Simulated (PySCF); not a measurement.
Gas-phase reaction: 4 SnH2Cl2 = 2 SnCl3 + 2 SnHCl + 3 H2

Computed with PySCF and rigid-rotor harmonic-oscillator thermochemistry at 1 bar. † marks an energy on the PBE0/def2-TZVP geometry and frequencies; other levels use their own. MP2 and CCSD(T) freeze the core. Open shells (unrestricted): SnCl3 (multiplicity 2); the rest are closed-shell singlets. B3LYP is the form with VWN-RPA correlation. Sn: scalar-relativistic def2 core potential, no spin-orbit coupling. SnH2Cl2, SnCl3, SnHCl: computed as isolated molecules; such fragments, hydroxides, amides, oligomers or adducts are transient or little studied in the gas. MP2 isn't extrapolated to the basis-set limit; its ΔH°(298 K) is 277.1 kJ in def2-SVP and 246.2 kJ in def2-TZVPP. CCSD(T) isn't extrapolated to the basis-set limit. The harmonic model lacks anharmonicity and excited electronic states, which grow with temperature; levels with a mode under 35 cm⁻¹ are left out. Soft modes under 120 cm⁻¹ make the harmonic entropy rough for SnH2Cl2, SnCl3.

```csv
level,"ΔE electronic, kJ","ΔH°(298 K), kJ","ΔS°(298 K), J/K","ΔG°(800 K), kJ"
B3LYP/def2-TZVP†,163,144,383,-167
CCSD(T)/def2-SVP†,276,258,383,-54
HF/def2-TZVP†,242,223,383,-88
MP2/def2-TZVPP†,265,246,383,-65
PBE/def2-TZVP†,175,156,383,-155
PBE0/def2-QZVP†,244,225,383,-87
PBE0/def2-TZVP,242,223,383,-88
r2SCAN/def2-TZVP†,221,202,383,-109
ωB97M-V/def2-TZVP†,260,241,383,-70
```
ΔH° is lowest at B3LYP/def2-TZVP† and highest at CCSD(T)/def2-SVP†. No reference value is set beside these.
